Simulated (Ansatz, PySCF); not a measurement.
This PySCF input computes a BLYP/def2-TZVPD energy:

```python
from pyscf import gto, scf, dft

mol = gto.M(
    atom='''
    Si   -0.01744499   -0.55019002    0.24289773
    F    -0.17163035   -1.47494125   -1.04826972
    Cl   -1.62755512    0.72474828    0.30091568
    Cl    1.73278471    0.50920063    0.05401721
    ''',
    basis='def2-tzvpd',
    charge=0,
    spin=1,
    verbose=4,
)

mf = dft.UKS(mol, xc='blyp').density_fit(auxbasis='def2-universal-jkfit')
mf.grids.level = 3
mf.conv_tol = 1e-9
mf.max_cycle = 100
mf.max_memory = 1500
mf.kernel()
if not mf.converged:
    mf = mf.newton()
    mf.kernel(mf.make_rdm1())
for _ in range(2):
    mo, _, stable, _ = mf.stability(return_status=True)
    if stable:
        break
    mf.kernel(mf.make_rdm1(mo, mf.mo_occ))
mf.analyze()
```

**Question.** Write an input for the same energy in Ansatz (an electronic-structure program) and say what it gives.

**Answer.** 
Ansatz 0.2 input:
```yaml
crystal:
  periodic: [false, false, false]
  atoms:
    - {symbol: Si, position_ang: [-0.01744499, -0.55019002, 0.24289773]}
    - {symbol: F, position_ang: [-0.17163035, -1.47494125, -1.04826972]}
    - {symbol: Cl, position_ang: [-1.62755512, 0.72474828, 0.30091568]}
    - {symbol: Cl, position_ang: [1.73278471, 0.50920063, 0.05401721]}
basis:
  gaussian:
    orbitals: def2-TZVPD
hamiltonian:
  xc: {name: BLYP}
magnetization: {spin_polarized: true, initial_magnetization: 1}
output: {forces: true}
```
It gives -1309.93193 Eh, and PySCF -1309.93200 Eh, a difference of 0.07 mEh, from the treatment of integrals and grids.

It need not be the lowest isomer of its formula.
